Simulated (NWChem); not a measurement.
Program: NWChem. System: HBCl, charge 0, spin multiplicity 2, at a geometry optimised with UPBE0/def2-SVP. The structure started from a generated list of species. Its SCF solution wasn't tested for a lower state. Level: URI-MP2/cc-pVQZ, 6 core orbitals frozen.

Job file:

```
start mol
memory heap 200 mb stack 900 mb global 1100 mb
geometry units angstroms nocenter noautoz
  B      1.152956    -0.462695     0.000000
  Cl    -0.463725     0.120702     0.000000
  H      2.118541     0.261542     0.000000
  symmetry group Cs
end
basis spherical
  * library cc-pvqz
end
basis "ri-mp2 basis" spherical
  * library cc-pvqz-ri
end
scf
  uhf
  nopen 1
  maxiter 100
  thresh 1e-7
  semidirect memsize 60000000 filesize 0
  # guess.movecs holds the orbitals of an unrestricted PBE0 run
  vectors input guess.movecs output mol.movecs
end
mp2
  freeze core 6
end
task rimp2 energy
```

Output (cleaned and shortened):

```
             Northwest Computational Chemistry Package (NWChem) 7.3.0
             --------------------------------------------------------

                                NWChem Input Module
                                -------------------

 Scaling coordinates for geometry "geometry" by  1.889725989
 (inverse scale =  0.529177249)

 Turning off AUTOSYM since
 SYMMETRY directive was detected!

                             Geometry "geometry" -> ""
                             -------------------------

 Output coordinates in angstroms (scale by  1.889725989 to convert to a.u.)

  No.       Tag          Charge          X              Y              Z
 ---- ---------------- ---------- -------------- -------------- --------------
    1 B                    5.0000     1.15295600    -0.46269500     0.00000000
    2 Cl                  17.0000    -0.46372500     0.12070200     0.00000000
    3 H                    1.0000     2.11854100     0.26154200     0.00000000

 Effective nuclear repulsion energy (a.u.)      31.8413242975

            Nuclear Dipole moment (a.u.)
            ----------------------------
        X                 Y               Z
 ---------------- ---------------- ----------------
    -0.0000075589     0.0000018897     0.0000000000

      Symmetry information
      --------------------

 Group name             Cs
 Group number              2
 Group order               2
 No. of unique centers     3

      Symmetry unique atoms

     1    2    3


 Summary of "ao basis" -> "" (spherical)
 ------------------------------------------------------------------------------
       Tag                 Description            Shells   Functions and Types
 ---------------- ------------------------------  ------  ---------------------
 *                          cc-pvqz                   on all atoms

 Summary of "ri-mp2 basis" -> "" (spherical)
 ------------------------------------------------------------------------------
       Tag                 Description            Shells   Functions and Types
 ---------------- ------------------------------  ------  ---------------------
 *                         cc-pvqz-ri                 on all atoms

 Summary of "ao basis" -> "ao basis" (spherical)
 ------------------------------------------------------------------------------
       Tag                 Description            Shells   Functions and Types
 ---------------- ------------------------------  ------  ---------------------
 B                          cc-pvqz                 15       55   5s4p3d2f1g
 Cl                         cc-pvqz                 17       59   6s5p3d2f1g
 H                          cc-pvqz                 10       30   4s3p2d1f

                                 NWChem SCF Module
                                 -----------------

  ao basis        = "ao basis"
  functions       =   144
  atoms           =     3
  alpha electrons =    12
  beta  electrons =    11
  charge          =   0.00
  wavefunction    = UHF
  use symmetry    = T
  symmetry adapt  = T

 Summary of "ao basis" -> "ao basis" (spherical)
 ------------------------------------------------------------------------------
       Tag                 Description            Shells   Functions and Types
 ---------------- ------------------------------  ------  ---------------------
 B                          cc-pvqz                 15       55   5s4p3d2f1g
 Cl                         cc-pvqz                 17       59   6s5p3d2f1g
 H                          cc-pvqz                 10       30   4s3p2d1f

      Symmetry analysis of basis
      --------------------------

        a'         93
        a"         51

 Forming initial guess at       0.2s

   Symmetry analysis of molecular orbitals - initial alpha
   -------------------------------------------------------

  Numbering of irreducible representations:

     1 a'          2 a"

  Orbital symmetries:

     1 a'          2 a'          3 a'          4 a"          5 a'
     6 a'          7 a'          8 a'          9 a'         10 a"
    11 a'         12 a'         13 a"         14 a'         15 a'
    16 a'         17 a"         18 a'         19 a'         20 a'
    21 a"         22 a'

   Symmetry analysis of molecular orbitals - initial beta
   ------------------------------------------------------

  Numbering of irreducible representations:

     1 a'          2 a"

  Orbital symmetries:

     1 a'          2 a'          3 a'          4 a"          5 a'
     6 a'          7 a'          8 a'          9 a'         10 a"
    11 a'         12 a'         13 a"         14 a'         15 a'
    16 a'         17 a"         18 a'         19 a'         20 a'
    21 a"         22 a'

 Starting SCF solution at       0.2s

 ----------------------------------------------
         Quadratically convergent UHF

 Convergence threshold     :          1.000E-07
 Maximum no. of iterations :          100
 Integral*density screening:          1.000E-09
 ----------------------------------------------

              iter       energy          gnorm     gmax       time
             ----- ------------------- --------- --------- --------
                 1     -484.7523969073  5.65D-01  2.30D-01     10.1
                 2     -484.7623334680  5.69D-02  1.11D-02     10.6
                 3     -484.7632246552  2.37D-03  4.58D-04     11.8
                 4     -484.7632270244  2.62D-06  4.82D-07     14.2
                 5     -484.7632270243  8.97D-09  2.70D-09     16.2

       Final UHF  results
       ------------------

         Total SCF energy =   -484.763227024349
[...]
    67      0.234527  2 Cl pz                76      0.213083  2 Cl pz

 Vector   11  Occ=1.000000D+00  E=-4.786245D-01  Symmetry=a'
              MO Center= -1.5D-01,  4.6D-02, -2.7D-15, r^2= 1.8D+00
   Bfn.  Coefficient  Atom+Function         Bfn.  Coefficient  Atom+Function
  ----- ------------  ---------------      ----- ------------  ---------------
    72      0.403065  2 Cl py                69      0.299762  2 Cl py
    71      0.236922  2 Cl px                66      0.200168  2 Cl py
    75      0.190092  2 Cl py                68      0.177163  2 Cl px

 Vector   12  Occ=0.000000D+00  E= 7.448384D-02  Symmetry=a'
              MO Center=  1.2D+00, -1.1D+00, -2.1D-16, r^2= 3.5D+00
   Bfn.  Coefficient  Atom+Function         Bfn.  Coefficient  Atom+Function
  ----- ------------  ---------------      ----- ------------  ---------------
     5      1.325929  1 B  s                 61     -0.815306  2 Cl s
    16     -0.577170  1 B  py                 4      0.513332  1 B  s
    75      0.437704  2 Cl py               117     -0.351841  3 H  s
   118     -0.333921  3 H  s                 74     -0.266620  2 Cl px
    12     -0.262801  1 B  px                71     -0.262739  2 Cl px

 Vector   13  Occ=0.000000D+00  E= 7.606345D-02  Symmetry=a"
              MO Center=  1.2D+00, -4.0D-01,  9.5D-15, r^2= 4.1D+00
   Bfn.  Coefficient  Atom+Function         Bfn.  Coefficient  Atom+Function
  ----- ------------  ---------------      ----- ------------  ---------------
    17      0.886582  1 B  pz                76     -0.424418  2 Cl pz
    11      0.198642  1 B  pz                14      0.164049  1 B  pz

 Vector   14  Occ=0.000000D+00  E= 1.416678D-01  Symmetry=a'
              MO Center=  7.7D-02, -5.9D-02, -7.5D-16, r^2= 8.3D+00
   Bfn.  Coefficient  Atom+Function         Bfn.  Coefficient  Atom+Function
  ----- ------------  ---------------      ----- ------------  ---------------
    61      4.298839  2 Cl s                  5     -2.309528  1 B  s
    15      1.966438  1 B  px                12      1.536902  1 B  px
    74      1.389056  2 Cl px                 4     -0.874157  1 B  s
    71      0.809686  2 Cl px                16     -0.605369  1 B  py
    28      0.594232  1 B  d -2              75     -0.460833  2 Cl py

 center of mass
 --------------
 x =  -0.05580623 y =  -0.02451561 z =   0.00000000

 moments of inertia (a.u.)
 ------------------
          10.454070578457          26.032974156731           0.000000000000
          26.032974156731          95.121906343316           0.000000000000
           0.000000000000           0.000000000000         105.575976921774

  Mulliken analysis of the total density
  --------------------------------------

    Atom       Charge   Shell Charges
 -----------   ------   -------------------------------------------------------
    1 B    5     4.79   1.99 -0.02  0.29  0.67  0.18  0.16  0.61  0.68  0.10  0.01  0.06  0.05  0.00  0.01  0.00
    2 Cl  17    17.15   2.00  1.95 -0.02  0.37  1.13  0.46  5.98  0.17  1.65  2.59  0.82  0.03  0.02  0.00  0.00  0.00  0.00
    3 H    1     1.06   0.06  0.29  0.53  0.14  0.00  0.01  0.02  0.00  0.00  0.00

  Mulliken analysis of the alpha density
  --------------------------------------

    Atom       Charge   Shell Charges
 -----------   ------   -------------------------------------------------------
    1 B    5     2.86   0.99 -0.01  0.17  0.42  0.14  0.11  0.41  0.49  0.08  0.00  0.03  0.02  0.00  0.00  0.00
    2 Cl  17     8.59   1.00  0.97 -0.01  0.19  0.57  0.23  2.99  0.09  0.83  1.30  0.40  0.02  0.01  0.00  0.00  0.00  0.00
    3 H    1     0.55   0.03  0.15  0.28  0.07  0.00  0.00  0.01  0.00  0.00  0.00

   Mulliken analysis of the beta density
   -------------------------------------

    Atom       Charge   Shell Charges
 -----------   ------   -------------------------------------------------------
    1 B    5     1.92   0.99 -0.01  0.12  0.25  0.04  0.05  0.19  0.20  0.02  0.00  0.03  0.02  0.00  0.01  0.00
    2 Cl  17     8.57   1.00  0.97 -0.01  0.19  0.56  0.23  2.99  0.09  0.81  1.29  0.42  0.01  0.01  0.00  0.00  0.00  0.00
    3 H    1     0.51   0.03  0.14  0.25  0.07  0.00  0.00  0.01  0.00  0.00  0.00

   Mulliken analysis of the spin density
   -------------------------------------

    Atom       Charge   Shell Charges
 -----------   ------   -------------------------------------------------------
    1 B    5     0.94   0.00 -0.01  0.05  0.17  0.09  0.06  0.22  0.29  0.06 -0.00 -0.00 -0.00 -0.00 -0.00 -0.00
    2 Cl  17     0.02   0.00  0.00 -0.00  0.00  0.00 -0.01 -0.00  0.00  0.02  0.01 -0.02  0.00  0.00  0.00  0.00  0.00  0.00
    3 H    1     0.05   0.00  0.02  0.03 -0.00  0.00  0.00  0.00  0.00  0.00  0.00

       Multipole analysis of the density wrt the origin
       ------------------------------------------------

     L   x y z        total         alpha         beta         nuclear
     -   - - -        -----         -----         ----         -------
     0   0 0 0     -0.000000    -12.000000    -11.000000     23.000000

     1   1 0 0      0.212621     -0.984317      1.196946     -0.000008
     1   0 1 0      0.095164      0.915369     -0.820207      0.000002
     1   0 0 1     -0.000000     -0.000000     -0.000000      0.000000

     2   2 0 0    -14.060358    -36.717008    -30.160993     52.817643
     2   1 1 0      0.227017      7.687646      3.483899    -10.944528
     2   1 0 1     -0.000000      0.000000     -0.000000      0.000000
     2   0 2 0    -15.484668    -12.904691     -7.531294      4.951317
     2   0 1 1      0.000000      0.000000     -0.000000      0.000000
     2   0 0 2    -13.719805     -7.416753     -6.303052      0.000000

                               NWChem RI-MP2 Module
                               --------------------

 Summary of "ri-mp2 basis" -> "ri-mp2 basis" (spherical)
 ------------------------------------------------------------------------------
       Tag                 Description            Shells   Functions and Types
 ---------------- ------------------------------  ------  ---------------------
 B                         cc-pvqz-ri               30      132   8s7p6d5f3g1h
 Cl                        cc-pvqz-ri               38      158   11s9p8d6f3g1h
 H                         cc-pvqz-ri               15       55   5s4p3d2f1g

 SCF Reference Information:
            File: './mol.movecs'
           Title: ''
    Size (AOxMO):    144 x (    144,    144)
       Total Occ:                12.00,  11.00
 RI-MP2 Calculation Information:
          Nr. of AO basis functions:        144
     Nr. of fitting basis functions:        345
               Nr. of MO spin cases:          2
        Nr. of MOs to be correlated:        138        138
     Nr. of occupied MOs correlated:          6          5
      Nr. of virtual MOs correlated:        132        133

          RI integral approximation: 'V'
    Threshold for Schwarz screening:  1.000E-09
 Smallest eigenvalue retained in fit  1.000E-08
    Type of storage for MO integrals 'EAF library'

 Transformation block size    6, requiring     1 integral passes.
 XForm_3cInts: Completed     1:    6 pass.
 Transformation block size    5, requiring     1 integral passes.
 XForm_3cInts: Completed     1:    5 pass.
 Energy evaluation using block sizes     6    6
 RIMP2_V_E2: Approx. ints. done (    1:    6,    1:    6)
 RIMP2_V_E2: Copy to B done (    1:    6,    1:    6)
 RIMP2_V_E2: Denominators done (    1:    6,    1:    6)
 RIMP2_V_E2: Completed block (    1:    6,    1:    6)
 RIMP2_V_E2: Approx. ints. done (    1:    6,    1:    5)
 RIMP2_V_E2: Copy to B done (    1:    6,    1:    5)
 RIMP2_V_E2: Denominators done (    1:    6,    1:    5)
 RIMP2_V_E2: Completed block (    1:    6,    1:    5)
 RIMP2_V_E2: Approx. ints. done (    1:    5,    1:    5)
 RIMP2_V_E2: Copy to B done (    1:    5,    1:    5)
 RIMP2_V_E2: Denominators done (    1:    5,    1:    5)
 RIMP2_V_E2: Completed block (    1:    5,    1:    5)

          -------------------------------------------
          SCF energy                -484.763227024349
          Correlation energy          -0.288016759027
          Total MP2 energy          -485.051243783377
          -------------------------------------------

 -----------------------
 Performance information
 -----------------------

 Timer overhead =  1.76D-07 seconds/call

               Nr. of calls         CPU time (s)                 Wall time (s)                GFlops
             ---------------    -------------------     ------------------------------   -------------------
Name         Min   Avg   Max    Min     Avg     Max     Min     Avg     Max   Mx/calls   Min     Max     Sum
Overall       1     1     1    19.     19.     19.      19.     19.     19.     19.      0.0     0.0     0.0
3c integr     2     2     2    2.7     2.7     2.7      2.7     2.7     2.7     1.4      0.0     0.0     0.0
Energy        1     1     1   0.14    0.14    0.14     0.14    0.14    0.14    0.14      0.0     0.0     0.0
3c integr     2     2     2    2.7     2.7     2.7      2.7     2.7     2.7     1.4      0.0     0.0     0.0
First 2/3     6     6     6   2.20E-2 2.20E-2 2.20E-2  2.20E-2 2.20E-2 2.20E-2 3.67E-3   0.0     0.0     0.0
Final 1/3     2     2     2   9.93E-3 9.93E-3 9.93E-3  9.93E-3 9.93E-3 9.93E-3 4.97E-3   0.0     0.0     0.0
Write 3c      2     2     2   1.45E-3 1.45E-3 1.45E-3  1.45E-3 1.45E-3 1.45E-3 7.25E-4   0.0     0.0     0.0
Read 3c i     3     3     3   9.17E-4 9.17E-4 9.17E-4  9.17E-4 9.17E-4 9.17E-4 3.06E-4   0.0     0.0     0.0
Fitting b     1     1     1   8.50E-2 8.50E-2 8.50E-2  8.50E-2 8.50E-2 8.50E-2 8.50E-2   0.0     0.0     0.0
Schwarz i     1     1     1   7.25E-2 7.25E-2 7.25E-2  7.25E-2 7.25E-2 7.25E-2 7.25E-2   0.0     0.0     0.0
Form 4ci      3     3     3   3.01E-2 3.01E-2 3.01E-2  3.01E-2 3.01E-2 3.01E-2 1.00E-2   0.0     0.0     0.0
Form A &      3     3     3   9.57E-2 9.57E-2 9.57E-2  9.57E-2 9.57E-2 9.57E-2 3.19E-2   0.0     0.0     0.0
Denominat     3     3     3   1.16E-3 1.16E-3 1.16E-3  1.16E-3 1.16E-3 1.16E-3 3.86E-4   0.0     0.0     0.0
Pair Ener     3     3     3   5.59E-3 5.59E-3 5.59E-3  5.59E-3 5.59E-3 5.59E-3 1.86E-3   0.0     0.0     0.0

 The average no. of pstat calls per process was 3.30D+01
 with a timing overhead of 5.81D-06s

 Task  times  cpu:       19.4s     wall:       19.4s

 Total times  cpu:       19.4s     wall:       19.4s
```
